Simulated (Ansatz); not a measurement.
The inner images of a band of F2H2SeSi2 (7 atoms, charge 0, multiplicity 1) are given out of order.

The calculation used RKS PBE0/def2-SVP in Ansatz.

Initial state:

```xyz
7
Properties=species:S:1:pos:R:3
F -0.467 -2.056 -1.136
Si -0.832 -0.693 -0.333
Se -0.258 1.269 -1.354
Si 0.794 0.581 0.555
F 2.353 0.155 0.404
H -2.244 -0.822 0.102
H 0.715 1.498 1.718
```

Final state:

```xyz
7
Properties=species:S:1:pos:R:3
F 0.303 -2.195 -1.258
Si -0.693 -1.680 -0.047
Se -0.901 0.798 -1.063
Si 0.687 0.162 0.626
F 2.159 0.520 0.029
H -1.914 1.210 -0.077
H 0.420 1.117 1.744
```

Task: Put them in order from the first end to the last, with their energies above the first end.
A.
```xyz
7
Properties=species:S:1:pos:R:3
F 0.286 -2.269 -1.076
Si -0.771 -1.543 -0.048
Se -0.808 1.069 -1.050
Si 0.652 0.250 0.641
F 2.113 0.442 -0.056
H -2.036 0.821 -0.281
H 0.626 1.161 1.825
```
B.
```xyz
7
Properties=species:S:1:pos:R:3
F 0.154 -2.282 -0.936
Si -0.829 -1.471 0.096
Se -0.806 1.344 -0.964
Si 0.623 0.364 0.580
F 2.112 0.376 -0.078
H -1.910 0.412 -0.562
H 0.718 1.189 1.818
```
C.
```xyz
7
Properties=species:S:1:pos:R:3
F -0.085 -2.190 -0.891
Si -0.909 -1.226 0.143
Se -0.763 1.339 -0.967
Si 0.652 0.507 0.557
F 2.156 0.237 0.002
H -1.781 -0.047 -0.683
H 0.792 1.312 1.793
```
D.
```xyz
7
Properties=species:S:1:pos:R:3
F -0.307 -2.142 -0.889
Si -0.817 -0.747 -0.229
Se -0.398 1.339 -1.219
Si 0.765 0.629 0.555
F 2.265 0.128 0.192
H -2.281 -0.674 -0.270
H 0.833 1.399 1.814
```
E.
```xyz
7
Properties=species:S:1:pos:R:3
F -0.208 -2.203 -0.868
Si -0.833 -0.980 0.005
Se -0.563 1.388 -1.064
Si 0.714 0.645 0.519
F 2.192 0.147 0.080
H -2.074 -0.383 -0.544
H 0.833 1.317 1.826
```

Result: D (+0.25 eV), E (+1.12 eV), C (+1.69 eV), B (+1.71 eV), A (+1.59 eV).

Run time: 58 s on 2 threads of AMD EPYC 9R45 96-Core Processor (Zen 5), on a shared host, peak memory 0.27 GiB.
